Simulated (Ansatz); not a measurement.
One change: `CC(C)(C)I` becomes `C#CC(C)(C)C`.

Ansatz, PBE0-D4/def2-TZVP geometries, multiplicity 1. 

Elements past krypton have def2 core potentials.

| property | `CC(C)(C)I` |
| --- | --- |
| size of the dipole moment (PBE/def2-TZVPP) / D | 2.28 |
| zero-point energy (PBE0-D4/def2-TZVP) / kJ/mol | 319.0 |
| HOMO–LUMO gap (B3LYP/def2-TZVPP) / eV | 5.80 |
| HOMO–LUMO gap (PBE0/def2-TZVPP) / eV | 6.27 |
| size of the dipole moment (ωB97M-V/def2-TZVPP) / D | 2.31 |
| HOMO energy (ωB97M-V/def2-TZVPP) / eV | -9.27 |

(1) What does the change do to each property? (An estimate is asked.)

Answers

(1) The calculation gave: 
```
                                          property  `C#CC(C)(C)C`  shift
    size of the dipole moment (PBE/def2-TZVPP) / D           0.75  -1.53
    zero-point energy (PBE0-D4/def2-TZVP) / kJ/mol          369.5   50.5
             HOMO–LUMO gap (B3LYP/def2-TZVPP) / eV           8.16   2.36
              HOMO–LUMO gap (PBE0/def2-TZVPP) / eV           8.72   2.45
size of the dipole moment (ωB97M-V/def2-TZVPP) / D           0.69  -1.62
             HOMO energy (ωB97M-V/def2-TZVPP) / eV          -9.94  -0.67
```

With PBE0 the HOMO falls by 0.56 eV and the LUMO rises by 1.89 eV, so the gap widens by about 2.45 eV. PBE moves the HOMO by -0.48 eV and ωB97M-V by -0.67 eV. The zero-point energy changes by 50.5 kJ/mol with +6 modes. Dipoles are sizes alone; their direction can turn.

B3LYP here is the variant with VWN-RPA as its local correlation; programs differ in this.

Spin–orbit coupling is left out; it splits and shifts lone-pair levels of the heavy atoms by tenths of an eV.
